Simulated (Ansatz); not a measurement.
CH$_{4}$O$_{2}$Zn (`C[O][Zn][OH]`), relaxed with RKS PBE0-D4/def2-TZVP in Ansatz 0.2.0 from a PBE-D4/def2-SVP geometry. The force threshold is 0.005 eV/Å; the program also tests the step.

The species carries charge 0 and has multiplicity 1.

Start:

```xyz
8

C     0.508    1.449   -0.115
O    -0.594    0.685    0.302
Zn   -0.692   -1.082    0.098
O    -1.030   -2.809   -0.160
H     0.291    2.527    0.075
H     0.740    1.363   -1.207
H     1.456    1.218    0.435
H    -0.680   -3.351    0.572
```

```
step  energy (eV)  largest force (eV/Å)  largest move (Å)
   1  -53606.2843                 0.657             0.000
   2  -53606.3166                 0.335             0.035
   3  -53606.3233                 0.131             0.039
   4  -53606.3238                 0.074             0.015
   5  -53606.3248                 0.047             0.015
   6  -53606.3249                 0.012             0.009
   7  -53606.3250                 0.003             0.006
   8  -53606.3250                 0.003             0.006
```

End:

```xyz
8

C     0.518    1.457   -0.121
O    -0.581    0.679    0.264
Zn   -0.710   -1.071    0.094
O    -1.015   -2.796   -0.130
H     0.293    2.507    0.096
H     0.738    1.385   -1.195
H     1.436    1.199    0.425
H    -0.679   -3.361    0.568
```

Run time 19 s (4 threads of an Arm Neoverse V1 on a shared host); peak host memory 0.4 GiB.
